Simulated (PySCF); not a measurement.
Job for PySCF: U-HF/LANL2DZ on BeFGeH3 (SMILES [F][Be][GeH3]), a point of a bond scan (R = 4.164 Å).

```python
from pyscf import gto, scf, dft, mp
from pyscf.data.elements import chemcore

mol = gto.M(
    atom='''
    Be   -0.34700396    0.98817189   -0.89659132
    F    -0.69229152    1.97145592   -1.78874778
    Ge    0.20508824   -0.58403493    0.52990846
    H     2.64382625   -3.48756768   -1.19168860
    H     0.97518869   -0.02594309    1.74412931
    H    -1.02769739   -1.32131271    1.09161526
    ''',
    basis='lanl2dz',
    ecp={'Ge': 'lanl2dz'},
    charge=0, spin=0, verbose=3, max_memory=1800)
mf = scf.UHF(mol)
mf.conv_tol = 1e-8
mf.max_cycle = 100
mf.init_guess_breaksym = True
mf.kernel()
if not mf.converged:
    mf = mf.newton().run(mf.mo_coeff, mf.mo_occ)
for _ in range(4):
    mo, _, stable, _ = mf.stability(return_status=True)
    if stable:
        break
    mf.kernel(mf.make_rdm1(mo, mf.mo_occ))
```

The log:

```
converged SCF energy = -119.28421797239  <S^2> = 4.8022049e-09  2S+1 = 1
<class 'pyscf.scf.uhf.UHF'> wavefunction has an internal instability
converged SCF energy = -119.423452357659  <S^2> = 1.0040479  2S+1 = 2.2396856
<class 'pyscf.scf.uhf.UHF'> wavefunction is stable in the internal stability analysis
```

The calculation finished and met its thresholds. Its determinant has ⟨S²⟩ = 1.00, a mixture of spin states.

Cost: roughly 1.1 core-seconds.
